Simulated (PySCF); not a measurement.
## Two-component Hartree-Fock for V+ (vanadium, charge +1)

Start: [Ar] 3d4; 3d3/2 filled at m_j = -3/2, -1/2, +1/2, +3/2. Calculated with PySCF 2.14 in x2c-QZVPPall-2c: generalised Hartree-Fock with the X2C-1e Hamiltonian and a Gaussian nucleus; one run each with spin-orbit coupling (SO) switched off, then screened by Boettger's factors.

| spinor shell | electrons | ε, spin-free (eV) | ε, screened SO (eV) | weight of nominal j (screened SO) | rms radius, screened SO (bohr) |
| --- | --- | --- | --- | --- | --- |
| 1s1/2 | 2 | -5522.5 | -5522.5 | 1.000 | 0.0768 |
| 2s1/2 | 2 | -658.63 | -658.61 | 1.000 | 0.332 |
| 2p1/2 | 2 | -547.32 | -552.49 | 0.985 | 0.301 |
| 3s1/2 | 2 | -89.535 | -89.527 | 1.000 | 1.03 |
| 3p1/2 | 2 | -57.426 | -58.670 | 0.658 | 1.12 |
| 3p3/2 | 4 | -57.426 | -56.801 | 0.829 | 1.13 |
| 3d3/2 | 4 | -15.804 | -15.806 | 0.507 | 1.67 |

Where does 2p3/2 lie, and what is the 2p spin-orbit splitting (screened SO)?

At -544.76 eV, 7.728 eV above 2p1/2.

| quantity | spin-free | screened SO |
| --- | --- | --- |
| E (hartree) | -947.92396 | -947.93377 |
| M_J | 0 | 0 |
| ⟨J²⟩ | 4.008 | 3.963 |
| ⟨L²⟩ | 6.008 | 6.008 |
| ⟨S²⟩ | 6.000 | 6.000 |

The determinant has a definite M_J but mixes levels of different J.

Each row is a mean over spinors that exchange with the open shell spreads, by up to 10.297 eV (3p3/2).

Rows whose weight is well below 1 are mixtures of j = l ± 1/2: exchange outweighs spin-orbit coupling there, and the label is only the starting occupation.

Without spin-orbit coupling the j labels of p, d and f shells carry no meaning; the spin-free column gives the mean over the occupied spinors of each nl shell, and its ⟨J²⟩ belongs to a mixture of degenerate components.
